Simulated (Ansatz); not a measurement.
```yaml
crystal:
  periodic: [false, false, false]
  atoms:
    - {symbol: Hg, position_ang: [1.023839, 2.297703, 0.080890]}
    - {symbol: Hg, position_ang: [-1.992311, -0.250027, -0.027566]}
    - {symbol: Hg, position_ang: [1.146206, -1.647694, -0.039240]}
    - {symbol: Te, position_ang: [-2.059779, 2.413098, 0.053667]}
    - {symbol: Te, position_ang: [-1.290144, -2.895392, -0.101919]}
    - {symbol: Te, position_ang: [3.172199, 0.082322, 0.034179]}
basis:
  gaussian: {orbitals: def2-TZVPD, initial_orbitals: start.molden}
total_charge: -1
magnetization: {spin_polarized: true, initial_magnetization: 1}
hamiltonian: {xc: pbe0, dispersion: d4}
scf: {omitted_lower_state_checks: [starts]}
output: {orbitals: {seedname: orbitals}}
```

The file start.molden holds the orbitals of an earlier run on this structure, at another level or in another basis.

```sh
$ ansatz run in.yaml --threads 4 --pin off --events-out ev --progress --plain --max-ram 4787MiB
```

Task: Does this run fit into the memory that it is given?

Result: No. It has 315 basis functions, and Ansatz plans for 4.81 GiB where 4.67 GiB are given.
